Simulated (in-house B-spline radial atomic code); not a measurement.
## RPA and G0W0 on wB97X: the beryllium ion Be³⁺

Configuration 1s1, highest spin, mean-field start wB97X. Computed with a B-spline radial code for spherical atoms: all electrons, non-relativistic, point nucleus, each spin shell either full or empty, empty states to l = 9 with an (l + 1/2)⁻⁴ tail; G0W0 by contour deformation at full frequency.

Relativity, left out, deepens the 1s level by about Z⁴α²/8 hartree.

With one electron the exact correlation energy is zero, so what RPA and GW give is self-correlation.

Command:
```bash
python run_gw.py task.json out
```
Settings (radii: box in bohr, nucleus in fm):
```
Z                        4
electrons                1
configuration            1s1
hamiltonian              nr
method                   wb97x
lmax                     9
spin_polarised           True
box_radius               14.14
intervals                43
ion_configuration        bare nucleus
```

Time taken, with all properties: 0.3 s on 1 thread of Arm Neoverse V2, on a shared host.

Energies (hartree):

```csv
term,value
mean-field total,-8.00947
Hartree-Fock functional on these orbitals,-7.99967
direct second order,-0.022475
second-order exchange,0.022475
SOSEX correction,0.021824
```

Q: What is the RPA correlation energy, and what remains with SOSEX?

A: RPA gives -0.021823 hartree (-0.594 eV per electron); RPA + SOSEX gives 0, and the second-order doubles 0 hartree (no singles). SOSEX takes back 100 % of the RPA value.

Quasi-particle levels (eV):

| level | occupied | mean field | Σx - vxc | Σc | QP weight | G0W0 |
| --- | --- | --- | --- | --- | --- | --- |
| 1s up | yes | -200.25 | -17.44 | ? | ? | ? |
| 1s down | no | -151.31 | 0.00 | -2.23 | 0.994 | -153.53 |

G0W0 = mean field + (Σx - vxc) + Σc, with Σc (partial-wave tail included) taken at the quasi-particle energy.

Q: Where does G0W0 put 1s up?

A: At -217.42 eV, with Σc = 0.26 eV and a quasi-particle weight of 0.992. The tabulated removal energy is 217.719 eV (NIST, tabulated theory).

Q: What does it cost to remove one electron (to the bare nucleus) by differences of total energies, each species on its own start (correlation terms add to the Hartree-Fock functional)?

A: wB97X 217.95 eV, Hartree-Fock functional 217.68 eV, + RPA 218.28 eV, + RPA + SOSEX 217.68 eV, + second order 217.68 eV. Tabulated: 217.719 eV (NIST, tabulated theory).
